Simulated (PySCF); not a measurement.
CsBr, SMILES [Br][Cs].

Geometry optimised at PBE0-D3(BJ)/def2-TZVPD. The def2 effective core potentials stand for the cores of Cs; spin–orbit coupling is left out.

Two levels are set side by side: TDDFT-PBE/def2-TZVPD (PySCF) and TDDFT-M06-2X/def2-TZVPD (PySCF). Vertical, same geometry. The lowest singlet is HOMO−1→LUMO 100 % with PBE and HOMO→LUMO 91 % with the other functional; states are paired by order. Differences are taken from unrounded values.

```json
[
 {"quantity": "lowest singlet excitation (eV)", "TDDFT-PBE": "2.95"},
 {"quantity": "lowest triplet excitation (TDA) (eV)", "TDDFT-PBE": "2.92"}
]
```

Task: These are the TDDFT-PBE values. What does TDDFT-M06-2X give? (An estimate is asked for; the answer gives what the named calculation found.)

Result: 
```json
[
 {"quantity": "lowest singlet excitation (eV)", "TDDFT-M06-2X": "4.03", "TDDFT-PBE minus TDDFT-M06-2X": "-1.08"},
 {"quantity": "lowest triplet excitation (TDA) (eV)", "TDDFT-M06-2X": "4.03", "TDDFT-PBE minus TDDFT-M06-2X": "-1.12"}
]
```

Functionals without exact exchange tend to place singlet excitations lower, as here. Differences between two approximate levels are no errors against the true value.

Rough cost on one machine, each run with all the roots and properties that it gave: TDDFT-M06-2X against TDDFT-PBE about 8 times.
